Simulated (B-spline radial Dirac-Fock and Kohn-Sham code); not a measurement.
# Binding energies of Ar⁸⁺ at several levels of theory

System: Ar⁸⁺, 1s2 2s2 2p6.

The density-functional columns are spherical, spin-unpolarised Dirac-Kohn-Sham results without Breit or QED terms: −ε is minus the orbital energy of the initial state and ΔSCF the difference of two total energies. The reference in the last column comes from Dirac-Fock (average of configuration) total-energy differences with a finite nucleus, the Breit interaction including its frequency dependence, and self-energy and vacuum-polarisation corrections. All numbers are from a B-spline atomic structure program, in eV; a selection of levels is shown. The Kohn-Sham columns are given as differences from the reference.

| level | LDA −ε − DF | LDA ΔSCF − DF | Dirac-Fock |
| --- | --- | --- | --- |
| 1s | -106.8 | +6.8 | 3392.0 |
| 2s | -38.2 | -11.7 | 498.2 |
| 2p1/2 | -26.5 | +2.8 | 423.2 |
| 2p3/2 | -26.6 | +2.6 | 420.9 |

For the outermost level NIST gives 422.6 ± 0.06 eV (semi-empirical); the differences from it are LDA −ε -28.26, LDA ΔSCF +0.96, Dirac-Fock -1.65 eV.

Values without a named source are computed, but for edge energies of neutral atoms, which are taken from tables.
